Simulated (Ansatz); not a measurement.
Isomers of ScBr3O3H6 (singlet), relaxed with PBE0-D4/def2-SVP; total energies from Ansatz at PBE-QIDH/def2-TZVP.

| isomer | description | energy (Eh) |
| --- | --- | --- |
| A | fac-ScBr3(H2O)3 (ScBr3O3H6) | -8710.51765 |
| B | mer-ScBr3(H2O)3 (ScBr₃O₃H₆) | -8710.52045 |

Correlated methods freeze 35 core orbitals; core or outer-core shells of Br, Sc are correlated, in sets that lack core-valence functions.

Problem. Work out the relative energies (1 Eh = 2625.5 kJ/mol) and the Boltzmann populations at 1200 K from electronic energies alone (R = 8.314 J/mol/K).

Solution. ΔE: A 7.4, B 0.0 kJ/mol. RT = 9.98 kJ/mol. Factors exp(−ΔE/RT): A 0.476, B 1; sum 1.476. Populations: A 32.2 %, B 67.8 %. Zero-point energy, vibrational entropy and symmetry numbers are left out and can shift these; an error of 4 kJ/mol changes a ratio by a factor of 1.5. Over the other density-functional and correlated levels in def2 sets, the gap between B and A ranges from -4 to 9 kJ/mol.
